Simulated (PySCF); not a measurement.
C2H9BOSi, SMILES COB(C)[SiH3].

The structure is a stationary point at B3LYP-D3(BJ)/def2-SVP. This is a generated structure with no PubChem entry under its InChIKey; it may be hypothetical. One conformer was computed; it need not be the lowest.

Two levels are set side by side: PBE/def2-TZVP (PySCF) and M06-2X/def2-TZVP (PySCF). Same geometry, gas phase. Differences are taken from unrounded values.

```csv
quantity,M06-2X
orbital gap (eV),8.87
highest occupied level (eV),-8.62
lowest empty level (eV),0.25
dipole moment (D),1.11
mean polarisability (bohr³),71.9
```

Problem. What does PBE give, and how far is it from M06-2X? (An estimate is asked for; the answer gives what the named calculation found.)

Solution. 
| quantity | PBE | PBE minus M06-2X |
|---|---|---|
| orbital gap (eV) | 4.63 | -4.25 |
| highest occupied level (eV) | -6.22 | 2.41 |
| lowest empty level (eV) | -1.59 | -1.84 |
| dipole moment (D) | 1.27 | 0.15 |
| mean polarisability (bohr³) | 76.4 | 4.5 |

Without exact exchange PBE keeps part of each electron's self-repulsion, which lifts occupied levels and narrows the gap. PBE's more diffuse valence density responds more strongly to a field. Differences between two approximate levels are no errors against the true value.

Rough cost on one machine, each run with all the roots and properties that it gave: M06-2X against PBE about 3 times.
